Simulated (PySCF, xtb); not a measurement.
C3H8Si2, SMILES C1[SiH2][SiH2]C1=C.

Harmonic wavenumbers (cm⁻¹) from GFN2-xTB run with xtb at its own minimum, in rising order: 32, 293, 301, 306, 396, 405, 434, 470, 512, 557, 616, 634, 670, 736, 755, 798, 813, 905, 929, 1077, 1145, 1200, 1417, 1462, 1694, 2175, 2194, 2199, 2207, 2956, 2980, 3046, 3090.

Question: What does PBE-D3(BJ)/def2-SVP (PySCF) give at its own minimum? (Estimate from the structure and the level; the computed values follow.)

Answer: 89, 243, 306, 342, 404, 423, 484, 570, 597, 609, 628, 661, 684, 742, 801, 886, 890, 897, 904, 1033, 1069, 1134, 1348, 1372, 1641, 2137, 2147, 2161, 2168, 2958, 3036, 3045, 3145. Paired by order, the mean absolute difference is 44 cm⁻¹ and the zero-point energies are 56.3 and 56.5 kcal/mol.
